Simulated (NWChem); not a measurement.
The numbers come from NWChem runs, not from measurements. System: CClF, charge 0, spin multiplicity 1, at a geometry optimised with PBE/def2-SVP. The structure started from a generated list of species. Level: PBE/cc-pVDZ.

Input file:

```
start mol
memory heap 200 mb stack 900 mb global 1100 mb
geometry units angstroms nocenter noautoz
  F      0.255696    -1.484599     0.000000
  C     -0.692872    -0.589252     0.000000
  Cl     0.109174     0.993936     0.000000
  symmetry group Cs
end
basis spherical
  * library cc-pvdz
end
dft
  xc xpbe96 cpbe96
  semidirect memsize 60000000 filesize 0
  iterations 100
end
task dft energy
```

Output (cleaned and shortened):

```
             Northwest Computational Chemistry Package (NWChem) 7.3.0
             --------------------------------------------------------

                                NWChem Input Module
                                -------------------

 Scaling coordinates for geometry "geometry" by  1.889725989
 (inverse scale =  0.529177249)

 Turning off AUTOSYM since
 SYMMETRY directive was detected!

                             Geometry "geometry" -> ""
                             -------------------------

 Output coordinates in angstroms (scale by  1.889725989 to convert to a.u.)

  No.       Tag          Charge          X              Y              Z
 ---- ---------------- ---------- -------------- -------------- --------------
    1 F                    9.0000     0.25569600    -1.48459900     0.00000000
    2 C                    6.0000    -0.69287200    -0.58925200     0.00000000
    3 Cl                  17.0000     0.10917400     0.99393600     0.00000000

 Effective nuclear repulsion energy (a.u.)      84.9296794137

            Nuclear Dipole moment (a.u.)
            ----------------------------
        X                 Y               Z
 ---------------- ---------------- ----------------
    -0.0000188973     0.0000170075     0.0000000000

      Symmetry information
      --------------------

 Group name             Cs
 Group number              2
 Group order               2
 No. of unique centers     3

      Symmetry unique atoms

     1    2    3


 Summary of "ao basis" -> "" (spherical)
 ------------------------------------------------------------------------------
       Tag                 Description            Shells   Functions and Types
 ---------------- ------------------------------  ------  ---------------------
 *                          cc-pvdz                   on all atoms

  pbe96 is a nonlocal functional; adding pw91lda local functional.

                                 NWChem DFT Module
                                 -----------------

 Summary of "ao basis" -> "ao basis" (spherical)
 ------------------------------------------------------------------------------
[...]
     7     -0.083707  1 F  px                17     -0.068145  2 C  s

 Vector   16  Occ=2.000000D+00  E=-2.382378D-01  Symmetry=a'
              MO Center= -6.2D-01, -3.1D-01, -9.5D-16, r^2= 2.0D+00
   Bfn.  Coefficient  Atom+Function         Bfn.  Coefficient  Atom+Function
  ----- ------------  ---------------      ----- ------------  ---------------
    17      0.571062  2 C  s                 18     -0.373427  2 C  px
    36      0.319074  3 Cl px                39      0.276873  3 Cl px
     4      0.265528  1 F  px                16      0.254899  2 C  s
     7      0.194432  1 F  px                37      0.182933  3 Cl py
    21     -0.180003  2 C  px                40      0.141644  3 Cl py

 Vector   17  Occ=0.000000D+00  E=-1.423881D-01  Symmetry=a"
              MO Center= -4.8D-01, -4.4D-01, -1.2D-15, r^2= 1.6D+00
   Bfn.  Coefficient  Atom+Function         Bfn.  Coefficient  Atom+Function
  ----- ------------  ---------------      ----- ------------  ---------------
    20      0.634841  2 C  pz                23      0.480154  2 C  pz
     6     -0.290060  1 F  pz                41     -0.257037  3 Cl pz
    38     -0.250140  3 Cl pz                 9     -0.243097  1 F  pz
    43     -0.057302  3 Cl d -1              45      0.032703  3 Cl d  1

 Vector   18  Occ=0.000000D+00  E=-1.512626D-03  Symmetry=a'
              MO Center= -2.4D-01,  2.1D-01,  3.7D-16, r^2= 2.3D+00
   Bfn.  Coefficient  Atom+Function         Bfn.  Coefficient  Atom+Function
  ----- ------------  ---------------      ----- ------------  ---------------
    40      0.725243  3 Cl py                32     -0.669058  3 Cl s
    17      0.625555  2 C  s                 22      0.579208  2 C  py
    19      0.499706  2 C  py                21      0.410865  2 C  px
    18      0.352785  2 C  px                39      0.334012  3 Cl px
    37      0.307670  3 Cl py                16      0.209412  2 C  s

 Vector   19  Occ=0.000000D+00  E= 1.082287D-01  Symmetry=a'
              MO Center= -4.5D-01, -6.9D-01, -2.2D-15, r^2= 2.0D+00
   Bfn.  Coefficient  Atom+Function         Bfn.  Coefficient  Atom+Function
  ----- ------------  ---------------      ----- ------------  ---------------
     3      0.789355  1 F  s                 22      0.692604  2 C  py
    21     -0.671547  2 C  px                17     -0.624489  2 C  s
    18     -0.375084  2 C  px                19      0.346577  2 C  py
     7     -0.320981  1 F  px                 8      0.283237  1 F  py
     4     -0.255996  1 F  px                 5      0.228059  1 F  py

 center of mass
 --------------
 x =   0.01034251 y =  -0.01487411 z =   0.00000000

 moments of inertia (a.u.)
 ------------------
         287.762379442429          -5.302273228182           0.000000000000
          -5.302273228182          26.489439280947           0.000000000000
           0.000000000000           0.000000000000         314.251818723376

     Multipole analysis of the density
     ---------------------------------

     L   x y z        total         alpha         beta         nuclear
     -   - - -        -----         -----         ----         -------
     0   0 0 0     -0.000000    -16.000000    -16.000000     32.000000

     1   1 0 0      0.331432      0.165725      0.165725     -0.000019
     1   0 1 0     -0.065991     -0.033004     -0.033004      0.000017
     1   0 0 1     -0.000000     -0.000000     -0.000000      0.000000

     2   2 0 0    -18.338437    -15.724757    -15.724757     13.111077
     2   1 1 0     -0.295864     -1.715462     -1.715462      3.135061
     2   1 0 1     -0.000000     -0.000000     -0.000000      0.000000
     2   0 2 0    -16.493746    -77.372080    -77.372080    138.250414
     2   0 1 1     -0.000000     -0.000000     -0.000000      0.000000
     2   0 0 2    -16.261217     -8.130609     -8.130609      0.000000

 Task  times  cpu:        2.8s     wall:        2.8s

 Total times  cpu:        2.9s     wall:        2.9s
```
